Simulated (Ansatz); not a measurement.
Ansatz (a first-principles code) input:
A basis named .json is the Basis Set Exchange file of that set.

Ansatz 0.2 input:
```yaml
crystal:
  periodic: [false, false, false]
  atoms:
    - {symbol: Au, position_ang: [-0.00000000, -0.00000000, -0.13274140]}
    - {symbol: C, position_ang: [0.00000000, 0.00000000, 1.74776176]}
basis:
  gaussian:
    orbitals: def2-QZVPPD.json
    fitting: {mean_field: def2-universal-jkfit, correlation: def2-QZVPPD-RIFIT.json}
total_charge: -1
magnetization: {spin_polarized: true, initial_magnetization: 2}
correlation: {method: mp2, electrons: outside_noble_gas}
```

Which total energy does the run end on?

-173.09736 Eh (RI-MP2/def2-QZVPPD). The basis has 151 functions.

This state (charge -1, triplet) is run at the relaxed geometry of the species with charge 0 and multiplicity 2.

The determinant is spin-contaminated: <S^2> is 2.65 against 2.00 for a pure state.
